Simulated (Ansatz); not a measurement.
Consider the substitution at a C–C bond: `CCO[SiH3]` + `[CH3][Ge]([OH])([OH])[OH]` → `C[O][Ge]([CH3])([OH])[OH]` + `CO[SiH3]`.

Program: Ansatz. Geometries: PBE0-D4/def2-TZVP. ΔE: electronic, gas phase. CCSD(T)/CBS is the MP2 limit (def2-TZVPP, def2-QZVPP) plus CCSD(T) − MP2 in def2-TZVPP, frozen cores. Functionals use def2-TZVPP. B3LYP here is the variant with VWN-RPA as its local correlation; programs differ in this. For Ge outer-core shells are correlated without core-valence functions, which leaves a few kJ/mol of doubt a bond. Scalar relativity is left out up to krypton. One conformer a species, not always the lowest.

Task: Is it downhill or uphill in electronic energy at CCSD(T)/CBS, and by how much? (Best estimate.)

Result: The calculation gave: Uphill: ΔE = +72.2 kJ/mol.

Task: What do these levels give: PBE-D4, ωB97X-V, ωB97M-V, B3LYP, CCSD/def2-TZVPP, MP2/def2-QZVPP? (Best estimate.)

Result: The calculation gave: PBE-D4 68.7, ωB97X-V 66.8, ωB97M-V 69.9, B3LYP 65.9, CCSD/def2-TZVPP 68.8, MP2/def2-QZVPP 75.6 kJ/mol.

Largest T1 diagnostic among the species: 0.011.

In def2-TZVPP, CCSD(T) changes the Hartree–Fock value by +6.0 kJ/mol (the triples alone add +0.1 kJ/mol) and MP2 by +10.8 kJ/mol.
